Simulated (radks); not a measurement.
The fluorine ion F4+, configuration [He] 2s2 2p1. Method: non-relativistic Kohn-Sham, PBE, spin-unpolarised, spherical densities, point nucleus; computed with a radial shooting solver on a logarithmic mesh with Libxc functionals. Some entries of the table are withheld. Estimate them.

orbital,occ.,eigenvalue (hartree),<r> (bohr)
1s,2,(1),(2)
2s,2,-4.28378,(3)
2p,1,-3.64825,0.7733
3s,0,(4),(5)

Answer. 
(1) 1s eigenvalue (hartree): -28.53289
(2) 1s <r> (bohr): 0.1760
(3) 2s <r> (bohr): 0.8397
(4) 3s eigenvalue (hartree): -1.43157
(5) 3s <r> (bohr): 2.198
